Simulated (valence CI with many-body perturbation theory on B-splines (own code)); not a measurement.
# E1 transitions of Ag³⁴⁺

Method: configuration interaction combined with many-body perturbation theory (CI+MBPT): three valence electrons over a frozen Dirac-Fock core [Ne], a basis of 11 s, 11 p, 10 d, 8 f, 5 g, 2 h functions for each j, with the one-electron correlation potential Σ1 (screened to all orders), the two-electron term Σ2, the three-electron term Σ3, Breit, model QED; selected single and double excitations, second order for the rest, scaled by the run's own slope (own B-spline code, finite nucleus).

The last digits are not significant, and no measured levels were compared; by estimate large intervals hold to a few tenths of a per cent, small ones and those within an open d or f shell to about a per cent.

Lines 51 to 100 of 583 in falling wavelength, among levels below 8494.2 × 10³ cm⁻¹, chosen from the strongest by gf and those to the six lowest levels. Wavelengths and rates use the calculated energies. Electric multipoles are in the length gauge with retardation, E1 and E2 with the static RPA response of the core. Weak lines are less certain than strong ones. Lines between different terms over intervals too small for the method are left out, as are lines whose strength nearly cancels. Where a level lies close to another of its J and parity, the split of strength between their lines is uncertain. The highest levels of a list are the least certain.

Levels are named by their leading jj configuration (3d3/2^4 stands for four electrons in 3d with j = 3/2), which in mixed levels can hold well under half, so a name can repeat and another be missing. Letters in brackets count levels of one name in rising energy.

```tsv
λ vac (Å)	Upper	Lower	A (s⁻¹)	S (a.u.) with core polarisation	S without
121.8	(3p1/2 3p3/2 3d5/2) J=9/2	(3s 3p3/2 3d5/2) J=9/2	1.94e+10	1.73e-01	1.77e-01
120.5	(3s 3p1/2 3d3/2) J=5/2	(3s 3p1/2 3p3/2) J=3/2 [b]	5.70e+07	2.95e-04	3.03e-04
119.6	(3p1/2 3p3/2 3d5/2) J=5/2 [b]	(3s 3p3/2 3d3/2) J=7/2	1.12e+10	5.69e-02	5.83e-02
119.4	(3p1/2 3p3/2 3d3/2) J=3/2 [b]	(3s 3p3/2 3d3/2) J=5/2 [a]	1.69e+10	5.68e-02	5.81e-02
119.4	(3p3/2^2 3d5/2) J=9/2	(3s 3p3/2 3d5/2) J=7/2 [b]	5.73e+09	4.81e-02	4.92e-02
119.0	(3p1/2^2 3d3/2) J=3/2	(3s 3p1/2 3d3/2) J=3/2 [a]	1.37e+10	4.55e-02	4.66e-02
116.6	(3d3/2 3d5/2^2) J=7/2 [a]	(3p3/2 3d3/2 3d5/2) J=5/2 [e]	1.23e+10	7.73e-02	7.90e-02
116.0	(3p1/2^2 3p3/2) J=3/2	(3s 3p1/2 3p3/2) J=3/2 [a]	7.82e+09	2.41e-02	2.46e-02
113.2	(3d3/2^2 3d5/2) J=9/2	(3p3/2 3d3/2 3d5/2) J=7/2 [d]	5.21e+09	3.72e-02	3.80e-02
111.4	(3s 3p1/2 3p3/2) J=3/2 [a]	(3s^2 3p1/2) J=1/2	1.57e+08	4.29e-04	4.39e-04
111.3	(3s 3p1/2 3d3/2) J=3/2 [a]	(3s 3p1/2 3p3/2) J=5/2	4.89e+09	1.33e-02	1.36e-02
111.2	(3d5/2^3) J=9/2	(3p3/2 3d5/2^2) J=7/2	7.15e+10	4.85e-01	4.95e-01
110.4	(3d3/2 3d5/2^2) J=7/2 [b]	(3p3/2 3d5/2^2) J=5/2	3.19e+10	1.69e-01	1.73e-01
110.0	(3d3/2 3d5/2^2) J=7/2 [a]	(3p3/2 3d3/2 3d5/2) J=5/2 [d]	1.80e+10	9.45e-02	9.65e-02
109.9	(3p3/2 3d3/2 3d5/2) J=7/2 [c]	(3p3/2^2 3d5/2) J=5/2 [b]	8.93e+09	4.69e-02	4.79e-02
109.5	(3s 3p1/2 3d5/2) J=5/2 [a]	(3s 3p1/2 3p3/2) J=3/2 [b]	9.85e+07	3.83e-04	3.96e-04
109.3	(3p3/2 3d5/2^2) J=3/2 [a]	(3p3/2^2 3d5/2) J=3/2 [b]	1.46e+10	3.77e-02	3.85e-02
109.0	(3p3/2^2 3d5/2) J=9/2	(3s 3p3/2 3d5/2) J=7/2 [a]	9.22e+09	5.90e-02	6.03e-02
108.2	(3p3/2 3d5/2^2) J=9/2	(3s 3d3/2 3d5/2) J=7/2 [c]	3.80e+10	2.38e-01	2.43e-01
108.1	(3d5/2^3) J=3/2	(3p3/2 3d5/2^2) J=5/2	1.99e+10	4.98e-02	5.08e-02
108.1	(3s 3p3/2^2) J=5/2	(3s^2 3p3/2) J=3/2	1.85e+09	6.92e-03	7.11e-03
107.8	(3p3/2 3d3/2 3d5/2) J=5/2 [e]	(3p3/2^2 3d5/2) J=5/2 [c]	1.03e+10	3.83e-02	3.91e-02
107.7	(3p3/2 3d3/2 3d5/2) J=7/2 [a]	(3s 3d3/2 3d5/2) J=7/2 [b]	1.05e+10	5.17e-02	5.28e-02
107.3	(3p3/2 3d5/2^2) J=3/2 [a]	(3s 3d5/2^2) J=1/2	1.85e+10	4.50e-02	4.60e-02
107.0	(3p3/2 3d3/2 3d5/2) J=11/2	(3s 3d3/2 3d5/2) J=9/2	8.80e+10	6.38e-01	6.52e-01
106.9	(3s 3p1/2 3d3/2) J=5/2	(3s 3p1/2 3p3/2) J=5/2	1.02e+09	3.68e-03	3.75e-03
106.9	(3d3/2 3d5/2^2) J=11/2	(3p3/2 3d3/2 3d5/2) J=9/2 [b]	9.67e+10	6.99e-01	7.13e-01
106.6	(3p3/2 3d3/2 3d5/2) J=9/2 [b]	(3s 3d5/2^2) J=7/2	1.02e+11	6.07e-01	6.20e-01
106.4	(3d3/2 3d5/2^2) J=9/2	(3p3/2 3d3/2 3d5/2) J=7/2 [d]	4.32e+10	2.57e-01	2.63e-01
106.3	(3p3/2 3d5/2^2) J=5/2	(3p3/2^2 3d5/2) J=3/2 [b]	6.06e+10	2.15e-01	2.20e-01
106.3	(3p1/2 3p3/2^2) J=3/2	(3s 3p1/2 3p3/2) J=3/2 [b]	3.62e+08	8.56e-04	8.79e-04
106.2	(3p3/2 3d5/2^2) J=11/2	(3s 3d5/2^2) J=9/2	2.23e+10	1.59e-01	1.62e-01
105.8	(3p3/2 3d3/2 3d5/2) J=5/2 [c]	(3s 3d5/2^2) J=3/2	1.61e+10	5.66e-02	5.78e-02
105.6	(3p3/2 3d3/2 3d5/2) J=5/2 [b]	(3s 3d5/2^2) J=5/2	2.87e+10	1.00e-01	1.02e-01
105.4	(3d3/2 3d5/2^2) J=5/2 [c]	(3p3/2 3d3/2 3d5/2) J=3/2 [d]	5.94e+10	2.06e-01	2.10e-01
105.2	(3d5/2^3) J=3/2	(3p3/2 3d5/2^2) J=3/2 [a]	2.60e+10	5.97e-02	6.09e-02
105.1	(3s 3p1/2 3d3/2) J=1/2	(3s 3p1/2 3p3/2) J=3/2 [b]	8.22e+07	9.43e-05	9.56e-05
105.1	(3p3/2 3d3/2 3d5/2) J=7/2 [d]	(3p3/2^2 3d5/2) J=5/2 [b]	2.82e+10	1.29e-01	1.32e-01
105.1	(3s 3p1/2 3d3/2) J=3/2 [b]	(3s 3p1/2 3p3/2) J=3/2 [b]	5.21e+09	1.19e-02	1.22e-02
105.0	(3p3/2 3d3/2 3d5/2) J=7/2 [c]	(3s 3d3/2 3d5/2) J=9/2	2.36e+10	1.08e-01	1.10e-01
105.0	(3d3/2 3d5/2^2) J=3/2 [b]	(3p3/2 3d5/2^2) J=3/2 [b]	3.27e+10	7.47e-02	7.63e-02
104.7	(3s 3d5/2^2) J=9/2	(3s 3p3/2 3d5/2) J=7/2 [a]	9.79e+09	5.55e-02	5.67e-02
104.2	(3p3/2 3d3/2 3d5/2) J=9/2 [a]	(3s 3d5/2^2) J=9/2	1.80e+10	1.01e-01	1.03e-01
104.1	(3d5/2^3) J=5/2	(3p3/2 3d5/2^2) J=3/2 [b]	6.43e+10	2.15e-01	2.19e-01
103.9	(3p3/2^2 3d5/2) J=7/2	(3s 3p3/2 3d5/2) J=5/2 [a]	7.90e+09	3.50e-02	3.58e-02
103.8	(3d3/2^3) J=3/2	(3p3/2 3d3/2^2) J=1/2	1.68e+10	3.71e-02	3.79e-02
103.7	(3p1/2 3d3/2 3d5/2) J=7/2 [b]	(3p1/2 3p3/2 3d5/2) J=5/2 [c]	6.74e+10	2.97e-01	3.03e-01
103.6	(3p1/2 3p3/2 3d3/2) J=7/2	(3s 3p1/2 3d5/2) J=7/2	7.74e+09	3.39e-02	3.47e-02
103.5	(3d3/2^2 3d5/2) J=5/2	(3p3/2 3d3/2 3d5/2) J=3/2 [a]	1.46e+10	4.80e-02	4.90e-02
103.3	(3p3/2 3d3/2 3d5/2) J=7/2 [c]	(3p3/2^2 3d5/2) J=5/2 [a]	4.60e+10	2.00e-01	2.04e-01
```
